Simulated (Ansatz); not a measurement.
`C=N[Si](O)(F)Cl` → `F[Si]Cl` + `C=NO` at 500 K and 1 bar (silylene formation by 1,1-elimination).

Program: Ansatz. Geometries: PBE0-D4/def2-TZVP. ΔE: electronic, gas phase. CCSD(T)/CBS is the MP2 limit (def2-TZVPP, def2-QZVPP) plus CCSD(T) − MP2 in def2-TZVPP, frozen cores. This one scheme is used for every species. Each species was taken in one conformer, which may not be the lowest.

```tsv
species	CCSD(T)/CBS energy (Eh)	H − E (kJ/mol)	S (J/(mol·K))
`C=N[Si](O)(F)Cl`	-1018.56254	181.2	428.4
`F[Si]Cl`	-848.72390	32.0	301.6
`C=NO`	-169.65390	142.1	284.2
```

H − E and S are ideal-gas, rigid-rotor, harmonic terms from PBE0-D4/def2-TZVP, for one conformer and one mirror image of each species. 1 Eh = 2625.50 kJ/mol, R = 8.31446 J/(mol·K).

Task: By hand: ΔE, ΔH, ΔS and ΔG.

Result: ΔE = (-848.72390) + (-169.65390) − (-1018.56254) = 0.18474 Eh = 485.0 kJ/mol. Δ(H − E) = 32.0 + 142.1 − 181.2 = -7.1, so ΔH = 477.9 kJ/mol. ΔS = 301.6 + 284.2 − 428.4 = 157.4 J/(mol·K). ΔG = 477.9 − 500 × (157.4)/1000 = 399.2 kJ/mol.

Task: By hand: the equilibrium constant, and the temperature at which ΔG would vanish if ΔH and ΔS stayed fixed.

Result: log₁₀ K = −ΔG/(RT ln 10) = -41.7. ΔG = 0 at ΔH/ΔS = 3036 K, far beyond where these terms or the molecules hold.

The number of gas molecules changes by +1, which sets the sign of ΔS. A doubt of 5 kJ/mol in ΔE shifts log₁₀ K by 0.5 here. Other conformers and mirror images would add mixing entropy, several J/(mol·K) or more a flexible species. These are equilibria of isolated gas molecules and say nothing of rates. Largest T1 diagnostic: 0.014 (customary marks: 0.02 for closed shells, 0.045 for open ones).
